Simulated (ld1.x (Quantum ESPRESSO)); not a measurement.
# Co (Z = 27), PAW: configuration errors across variants

- Element: cobalt (Co)
- Generator: ld1.x (Quantum ESPRESSO) 7.5
- Type: PAW
- Functional: Wu–Cohen
- Relativity: fully relativistic
- Frozen core: [Ar]
- Valence charge: 9
- Reference configuration: 3d7 4s2 4p0
- Partial waves: 4s (bound): rcut 2.35, rcutus 2.80 bohr; 4s channel at 4.1 Ry: rcut 2.35, rcutus 2.80 bohr; 4p (bound, empty): rcut 2.50, rcutus 2.95 bohr; 4p channel at 3.85 Ry: rcut 2.50, rcutus 2.95 bohr; 3d (bound): rcut 1.40, rcutus 1.70 bohr; 3d channel at 3.05 Ry: rcut 1.40, rcutus 1.70 bohr; 4f channel at -0.05 Ry: rcut 2.55, rcutus 3.40 bohr
- Local potential: all-electron potential smoothed inside 1.80 bohr (lloc = -2)
- Core correction: a·sin(br)/r model core, default radius (ld1.x builds one for every PAW set, though the input has nlcc=.false.)
- Augmentation charge: BESSEL, radius 1.50 bohr

Open shells are filled in proportion to 2j + 1 (rel_dist='average').

All-electron excitation energies from the reference (eV): (1) 3d7 4s1 4p0 9.063; (2) 3d7 4s0 4p0 25.742; (3) 3d6 4s0 4p0 61.614; (4) 3d7 4s1.5 4p0 3.622; (5) 3d7 4s1 4p1 4.420; (6) 3d7 4s0 4p2 9.074; (7) 3d6 4s2 4p1 9.708.

Tests that are not counted but printed errors over 1 eV. “waves 3d (bound): rcut 1.40, rcutus 1.48 bohr; 3d channel at 3.05 Ry: rcut 1.40, rcutus 1.48 bohr”: 3d6 4s0 4p0 (solver errors, printed error -476 eV).

Errors AE − PS in meV (a dash: test not solved or not reliable):

```csv
change,(1),(2),(3),(4),(5),(6),(7),bound ghosts
base,-0.3,+11,-202,0.0,-0.2,-1.2,-129,not determined
"waves 3d (bound): rcut 1.08, rcutus 1.14 bohr; 3d channel at 3.05 Ry: rcut 1.08, rcutus 1.14 bohr",+8.6,+86,-120,+1.5,+4.7,+21,-113,not determined
"waves 3d (bound): rcut 1.24, rcutus 1.32 bohr; 3d channel at 3.05 Ry: rcut 1.24, rcutus 1.32 bohr",+7.4,+78,-134,+1.3,+4.1,+18,-116,not determined
"waves 3d (bound): rcut 1.40, rcutus 1.48 bohr; 3d channel at 3.05 Ry: rcut 1.40, rcutus 1.48 bohr",+4.1,+48,–,+0.7,+2.1,+9.5,-121,not determined
"waves 3d (bound): rcut 1.40, rcutus 1.98 bohr; 3d channel at 3.05 Ry: rcut 1.40, rcutus 1.98 bohr",-3.2,-14,-219,-0.5,-1.5,-6.9,-130,not determined
"waves 3d (bound): rcut 1.40, rcutus 2.08 bohr; 3d channel at 3.05 Ry: rcut 1.40, rcutus 2.08 bohr",-4.5,-24,-226,-0.8,-2.0,-8.9,-130,not determined
"waves 3d (bound): rcut 1.40, rcutus 2.28 bohr; 3d channel at 3.05 Ry: rcut 1.40, rcutus 2.28 bohr",-13,-81,-302,-2.5,-4.3,-17,-138,not determined
```

Give the same row for: waves 3d (bound): rcut 1.40, rcutus 2.56 bohr; 3d channel at 3.05 Ry: rcut 1.40, rcutus 2.56 bohr.

-8.7, -48, -206, -1.6, -3.2, -14, -120; bound ghosts: not determined.
